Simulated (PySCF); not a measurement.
Si(OSiH3)2(H)(F) (FH7O2Si3), SMILES F[SiH](O[SiH3])O[SiH3]. Atoms are numbered in the order given.

```xyz
13

Si     0.2568     1.1774    -0.0338
F      0.0560     1.5327     1.5297
O      1.4915     0.1150    -0.1580
Si     1.9361    -1.4876    -0.0959
O     -1.1365     0.5245    -0.5834
Si    -2.3386    -0.5938    -0.3077
H      0.5704     2.4104    -0.7693
H      0.8500    -2.3335    -0.6771
H      2.1731    -1.8955     1.3183
H      3.1841    -1.6564    -0.8891
H     -3.5673     0.1040     0.1647
H     -1.8944    -1.5779     0.7245
H     -2.6208    -1.3051    -1.5854
```
Charge 0, spin multiplicity 1.

Geometry: PBE0-D3(BJ)/def2-SVP. One conformer was computed; it need not be the lowest.

Level of theory: PySCF with PBE/pcSseg-1.

GIAO shieldings, no solvent; atoms listed in one row are averaged. δ = σ(ref) − σ: ²⁹Si against TMS (σ = 335.4 ppm); ¹⁹F against CFCl3 (σ = 133.6 ppm); ¹⁷O against H2O (σ = 334.3 ppm); ¹H against TMS (σ = 31.49 ppm), references at their B3LYP-D3(BJ)/def2-TZVP geometries, non-relativistic.

### Question
Estimate the chemical shifts. (The exact figures need the calculation; the answer reports its results.)

### Answer

```tsv
nucleus	atoms	count	δ (ppm)
²⁹Si	Si6	1	-38.2
²⁹Si	Si4	1	-39.8
²⁹Si	Si1	1	-70.3
¹⁹F	F2	1	-158.9
¹⁷O	O3	1	62.4
¹⁷O	O5	1	58.1
¹H	H8, H9, H10, H11, H12, H13	6	5.61
¹H	H7	1	4.79
```
